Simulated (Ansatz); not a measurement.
ZnCu3⁺, relaxed as a singlet with RKS B3LYP-D4/def2-SVP in Ansatz, starting from the B3LYP-D4/def2-SVP geometry of the neutral doublet. Force threshold 0.02 eV/Å.

The structure comes from a short search, and lower isomers may exist.

Start:

```xyz
4

Cu   -0.679   -1.016   -0.129
Cu    0.718    0.985    0.155
Cu    1.410   -1.117    0.931
Zn   -1.450    1.148   -0.957
```

Estimate the energy that the relaxation releases and the steps that it takes.

0.14 eV, in 5 steps; 18 s on 4 threads of Intel Xeon on a shared host. No frequencies were taken in this run, so the end may be a saddle point.

Does the start keep its bonding and symmetry?

By distances, no bond broke or formed. The bond that changes most is Cu2–Zn4, from 2.44 to 2.60 Å (atoms count from 1). Point group C2v at the start, C2v at the end, both within 0.05 Å.

Predict the relaxed structure.


```xyz
4

Cu   -0.610   -0.971   -0.104
Cu    0.698    0.902    0.162
Cu    1.494   -1.183    0.986
Zn   -1.582    1.253   -1.045
```
Bond lengths (bridged metal pairs left out): 3 × Cu–Cu 2.30 to 2.38 Å; 2 × Cu–Zn 2.60 Å.
